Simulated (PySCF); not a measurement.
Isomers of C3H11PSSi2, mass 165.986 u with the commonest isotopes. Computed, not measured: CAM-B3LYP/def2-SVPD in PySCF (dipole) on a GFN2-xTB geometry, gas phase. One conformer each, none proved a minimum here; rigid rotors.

Question: Order these by radius of gyration √(Σ m r²/M), smallest first.
A. `[PH2:1][SiH2:2][S:3][SiH2:4][CH:5]1[CH2:6][CH2:7]1` with H–P1–Si2–S3 41° and -52°, P1–Si2–S3–Si4 167°, Si2–S3–Si4–C5 -177°, S3–Si4–C5–C6 119°
B. `[PH2:1][SiH2:2][SiH2:3][C@@H:4]1[CH2:5][CH2:6][S:7]1` with H–P1–Si2–Si3 -161° and -68°, P1–Si2–Si3–C4 27°, Si2–Si3–C4–C5 166°, Si3–C4–C5–C6 -96°, C4–C5–C6–S7 -16°, C5–C6–S7–C4 13°, Si3–C4–S7–C6 105°
C. `[SiH3:1][Si@@H:2]([PH2:3])[CH:4]1[CH2:5][S:6][CH2:7]1` with Si1–Si2–P3–H -61° and 32°, Si1–Si2–C4–C5 53°, Si2–C4–C5–S6 -96°, C4–C5–S6–C7 -17°, C5–S6–C7–C4 17°, Si2–C4–C7–S6 95°
D. `[PH2:1][SiH2:2][C@H:3]1[CH2:4][S:5][CH2:6][SiH2:7]1` with H–P1–Si2–C3 173° and 80°, P1–Si2–C3–C4 175°, Si2–C3–C4–S5 172°, C3–C4–S5–C6 -50°, C4–S5–C6–Si7 34°, S5–C6–Si7–C3 -14°

Answer: C (2.236 Å), B (2.318 Å), D (2.430 Å), A (2.852 Å).

Question: Order these by rotational constant B, smallest first.
A. `[PH2:1][SiH2:2][C@H:3]1[CH2:4][S:5][CH2:6][SiH2:7]1` with H–P1–Si2–C3 173° and 80°, P1–Si2–C3–C4 175°, Si2–C3–C4–S5 172°, C3–C4–S5–C6 -50°, C4–S5–C6–Si7 34°, S5–C6–Si7–C3 -14°
B. `[SiH3:1][Si@@H:2]([PH2:3])[CH:4]1[CH2:5][S:6][CH2:7]1` with Si1–Si2–P3–H -61° and 32°, Si1–Si2–C4–C5 53°, Si2–C4–C5–S6 -96°, C4–C5–S6–C7 -17°, C5–S6–C7–C4 17°, Si2–C4–C7–S6 95°
C. `[PH2:1][SiH2:2][SiH2:3][C@@H:4]1[CH2:5][CH2:6][S:7]1` with H–P1–Si2–Si3 -161° and -68°, P1–Si2–Si3–C4 27°, Si2–Si3–C4–C5 166°, Si3–C4–C5–C6 -96°, C4–C5–C6–S7 -16°, C5–C6–S7–C4 13°, Si3–C4–S7–C6 105°
D. `[PH2:1][SiH2:2][S:3][SiH2:4][CH:5]1[CH2:6][CH2:7]1` with H–P1–Si2–S3 41° and -52°, P1–Si2–S3–Si4 167°, Si2–S3–Si4–C5 -177°, S3–Si4–C5–C6 119°

Answer: D (394.7 MHz), A (617.0 MHz), C (714.9 MHz), B (850.6 MHz).

Question: Order these by rotational constant A, largest first.
A. `[PH2:1][SiH2:2][SiH2:3][C@@H:4]1[CH2:5][CH2:6][S:7]1` with H–P1–Si2–Si3 -161° and -68°, P1–Si2–Si3–C4 27°, Si2–Si3–C4–C5 166°, Si3–C4–C5–C6 -96°, C4–C5–C6–S7 -16°, C5–C6–S7–C4 13°, Si3–C4–S7–C6 105°
B. `[PH2:1][SiH2:2][C@H:3]1[CH2:4][S:5][CH2:6][SiH2:7]1` with H–P1–Si2–C3 173° and 80°, P1–Si2–C3–C4 175°, Si2–C3–C4–S5 172°, C3–C4–S5–C6 -50°, C4–S5–C6–Si7 34°, S5–C6–Si7–C3 -14°
C. `[PH2:1][SiH2:2][S:3][SiH2:4][CH:5]1[CH2:6][CH2:7]1` with H–P1–Si2–S3 41° and -52°, P1–Si2–S3–Si4 167°, Si2–S3–Si4–C5 -177°, S3–Si4–C5–C6 119°
D. `[SiH3:1][Si@@H:2]([PH2:3])[CH:4]1[CH2:5][S:6][CH2:7]1` with Si1–Si2–P3–H -61° and 32°, Si1–Si2–C4–C5 53°, Si2–C4–C5–S6 -96°, C4–C5–S6–C7 -17°, C5–S6–C7–C4 17°, Si2–C4–C7–S6 95°

Answer: C (5058 MHz), B (2640 MHz), A (1996 MHz), D (1637 MHz).

| SMILES | point group | Ia (u·Å²) | Ib (u·Å²) | Ic (u·Å²) | κ | μa (D) | μb (D) | μc (D) |
| --- | --- | --- | --- | --- | --- | --- | --- | --- |
| P[SiH2][C@H]1CSC[SiH2]1 | C1 | 191.44 | 819.08 | 949.23 | -0.92 | 0.75 | 0.47 | 1.15 |
| [SiH3][Si@@H](P)C1CSC1 | C1 | 308.68 | 594.12 | 756.62 | -0.62 | 0.37 | 0.70 | 0.50 |
| P[SiH2][SiH2][C@@H]1CCS1 | C1 | 253.19 | 706.90 | 824.06 | -0.85 | 1.29 | 0.87 | 0.29 |
| P[SiH2]S[SiH2]C1CC1 | C1 | 99.92 | 1280.55 | 1319.88 | -0.99 | 1.58 | 0.21 | 0.27 |
